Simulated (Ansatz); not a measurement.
`O[SiH2]SC[SiH3]` + H₂O → `O[SiH2]O` + `[SiH3]CS`  (formal hydrolysis of the Si–S bond)

Program: Ansatz. Geometries: PBE0-D4/def2-TZVP. ΔE: electronic, gas phase. CCSD(T)/CBS adds triple-zeta CCSD(T) − MP2 to the extrapolated MP2 energy (def2 sets, frozen cores). This one scheme is used for every species. Functionals use def2-TZVPP. Each species was taken in one conformer, which may not be the lowest.

`O[SiH2]SC[SiH3]`:

Cartesian coordinates in Å:
```
O 1.198 -3.020 -0.555
Si 0.837 -1.422 -0.671
S 0.402 -0.667 1.281
C -0.958 0.494 0.910
Si -0.291 2.047 0.090
H 0.604 -3.559 -0.030
H 2.033 -0.821 -1.300
H -0.377 -1.145 -1.488
H -1.716 0.001 0.297
H -1.417 0.730 1.872
H -1.394 2.995 -0.233
H 0.682 2.707 0.996
H 0.397 1.659 -1.170
```

H₂O:

Cartesian coordinates in Å:
```
O -0.054 -0.199 0.330
H 0.014 -0.552 -0.560
H 0.039 0.751 0.229
```

`O[SiH2]O`:

```xyz
7

O     0.605   -1.316    0.082
Si   -0.408   -0.025    0.143
O     0.276    1.369   -0.390
H     0.886   -1.621   -0.782
H    -1.576   -0.209   -0.749
H    -0.782    0.066    1.573
H     0.999    1.736    0.123
```

`[SiH3]CS`:

```xyz
9

Si    0.401    0.141   -0.993
C     0.143   -0.488    0.757
S    -1.527   -0.116    1.355
H    -0.542   -0.537   -1.916
H     1.800   -0.108   -1.440
H     0.145    1.607   -1.018
H     0.217   -1.579    0.764
H     0.897   -0.109    1.451
H    -1.535    1.189    1.039
```

**Question.** Is it downhill or uphill in electronic energy at CCSD(T)/CBS, and by how much? (An estimate is asked.)

**Answer.** Ansatz gave: Downhill: ΔE = -0.48 eV.

**Question.** What do these levels give: PBE0-D4, ωB97X-V, ωB97M-V, PBE, r2SCAN, PBE0, HF/def2-TZVPP, MP2/def2-TZVPP, CCSD(T)/def2-TZVPP, MP2/def2-QZVPP, MP2/CBS(def2), CCSD/CBS(def2)? (Estimate.)

**Answer.** The calculation gave: PBE0-D4 -0.41, ωB97X-V -0.53, ωB97M-V -0.53, PBE -0.46, r2SCAN -0.52, PBE0 -0.49, HF/def2-TZVPP -0.77, MP2/def2-TZVPP -0.51, CCSD(T)/def2-TZVPP -0.54, MP2/def2-QZVPP -0.47, MP2/CBS(def2) -0.45, CCSD/CBS(def2) -0.53 eV.

Largest T1 diagnostic among the species: 0.012.

The D4 term adds +0.13 eV with B3LYP and +0.08 eV with PBE0; it sums over pairs of atoms, weighted by their polarisabilities, and B3LYP, whose exchange is more repulsive, gets the larger term. In def2-TZVPP, CCSD(T) changes the Hartree–Fock value by +0.24 eV (the triples alone add +0.05 eV) and MP2 by +0.27 eV.

B3LYP here is the variant with VWN-RPA as its local correlation; programs differ in this.
